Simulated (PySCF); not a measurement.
C₃H₂O, SMILES C#CC=O.

Geometry: PBE-D3(BJ)/def2-SVP.

The numbers are results of PySCF 2.14.0 with PBE-D3(BJ)/def2-SVP, not measurements.

Harmonic, unscaled wavenumbers; measured fundamentals usually lie a few per cent lower.

**Question.** List the normal modes with their intensities. (Estimate from the structure and the level; the computed values follow.)

**Answer.** 
| mode | ν (cm⁻¹) | IR (km/mol) | moving atoms (share of kinetic energy) |
|---|---|---|---|
| 1 | 199 | 4.6 | C 62 %, O 24 %, H 14 % |
| 2 | 271 | 7.9 | C 75 %, H 24 % |
| 3 | 617 | 6.4 | C 67 %, O 30 % |
| 4 | 654 | 42.1 | H 79 %, C 20 % |
| 5 | 715 | 25.7 | H 76 %, C 24 % |
| 6 | 941 | 86.5 | C 85 %, H 13 % |
| 7 | 970 | 0.5 | H 53 %, C 44 % |
| 8 | 1355 | 8.6 | H 83 %, C 9 % |
| 9 | 1733 | 163.5 | C 59 %, O 39 % |
| 10 | 2134 | 58.6 | C 91 %, H 9 % |
| 11 | 2825 | 91.1 | H 92 % |
| 12 | 3395 | 53.8 | H 86 %, C 14 % |
